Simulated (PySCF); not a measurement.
**How methods differ on the ionisation energy of Xe³⁷⁺**

Xe³⁷⁺ [Ne] 3s2 3p5 (2P) → Xe³⁸⁺ [Ne] 3s2 3p4 (3P), as a difference of total energies. Computed with PySCF 2.14 in an uncontracted even-tempered set (16 s from 6.2 bohr⁻², ratio 2.5; 10 p from 8.1 bohr⁻², ratio 2.5; 5 d from 37 bohr⁻², ratio 2.7; 4 f from 55 bohr⁻², ratio 2.7), with the non-relativistic Hamiltonian (point nucleus). Correlated levels: outer shells: 1s2 frozen; virtual orbitals above 40 to 60 times the deepest correlated orbital energy dropped. The calculations carry no spin-orbit coupling.

```json
{"method": "UHF", "ionisation energy (eV)": "2617.7"}
{"method": "MP2 (outer shells)", "ionisation energy (eV)": "2618.7"}
{"method": "SCS-MP2 (outer shells)", "ionisation energy (eV)": "2618.6"}
{"method": "CCSD (outer shells)", "ionisation energy (eV)": "2618.6"}
{"method": "CCSD(T) (outer shells)", "ionisation energy (eV)": "2618.6"}
```

Spin-orbit coupling is strong in these open shells (close to jj coupling). The scalar numbers leave it out and a first-order estimate fails, so it can dominate the gap to the real levels.

The gap to the reference is mostly relativistic.

For comparison: 2637 ± 4 eV (theoretical estimate listed by NIST; NIST Atomic Spectra Database, ionization energies).
